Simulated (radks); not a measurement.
The numbers below are computed, except where a source is named.
Q: All-electron atom: Pt+ in [Xe] 4f14 5d9. Code: a radial shooting solver on a logarithmic mesh with Libxc functionals. Model: Dirac Kohn-Sham, PBE, spin-unpolarised, spherical densities, point nucleus; open shells fill j = l - 1/2 first. Some entries of the table are withheld. Estimate them.

| orbital | occ. | eigenvalue (hartree) | <r> (bohr) |
|---|---|---|---|
| 1s1/2 | 2 | -2878.308 | 0.01714 |
| 2s1/2 | 2 | -505.4792 | 0.07168 |
| 2p1/2 | 2 | -484.4086 | 0.05906 |
| 2p3/2 | 4 | -420.8602 | 0.06749 |
| 3s1/2 | 2 | -118.9477 | 0.1865 |
| 3p1/2 | 2 | -109.5069 | (1) |
| 3p3/2 | 4 | -95.53725 | (2) |
| 3d3/2 | 4 | -79.84996 | (3) |
| 3d5/2 | 6 | -76.83970 | (4) |
| 4s1/2 | 2 | (5) | 0.4149 |
| 4p1/2 | 2 | -21.78918 | 0.4179 |
| 4p3/2 | 4 | -18.46241 | 0.4518 |
| 4d3/2 | 4 | -11.91525 | 0.4617 |
| 4d5/2 | 6 | -11.29672 | 0.4729 |
| 5s1/2 | 2 | -4.03168 | 0.9540 |
| 4f5/2 | 6 | (6) | 0.5127 |
| 4f7/2 | 8 | (7) | 0.5200 |
| 5p1/2 | 2 | -2.75832 | 1.036 |
| 5p3/2 | 4 | -2.21140 | 1.137 |
| 5d3/2 | 4 | -0.55482 | 1.607 |
| 5d5/2 | 5 | -0.50455 | 1.679 |

A: 
(1) 3p1/2 <r> (bohr): 0.1768
(2) 3p3/2 <r> (bohr): 0.1923
(3) 3d3/2 <r> (bohr): 0.1676
(4) 3d5/2 <r> (bohr): 0.1723
(5) 4s1/2 eigenvalue (hartree): -25.79216
(6) 4f5/2 eigenvalue (hartree): -2.93546
(7) 4f7/2 eigenvalue (hartree): -2.80856
